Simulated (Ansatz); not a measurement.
C2H3InNO, SMILES `[CH3][In][N]=C=O` radical. Charge 0, multiplicity 2. Correlated methods include outer-core shells of In, which these sets cover unevenly. In: def2 effective core potential.

Cartesian coordinates in Å:
```
C 0.9032 1.0837 -1.2628
In -0.1581 -0.7895 -0.7900
N -0.7347 -0.7797 1.2129
C -1.3163 -1.4878 1.9915
O -1.8765 -2.1430 2.7859
H 1.1816 1.1146 -2.3127
H 0.2191 1.8935 -1.0074
H 1.7816 1.1082 -0.6173
```

Q: Give the diagnostics of a CCSD(T)/def2-TZVPP run (frozen core, Ansatz 0.2.0). (Best estimate.)

A: Ansatz gave: T1 = 0.0181, largest single amplitude 0.048, largest double 0.025, (T) share of the correlation energy 4.2 %, 12 CCSD cycles. ⟨S²⟩ of the UHF reference is 0.777 against 0.75 for a pure state. T1 lies under the customary mark of 0.045 for open shells.
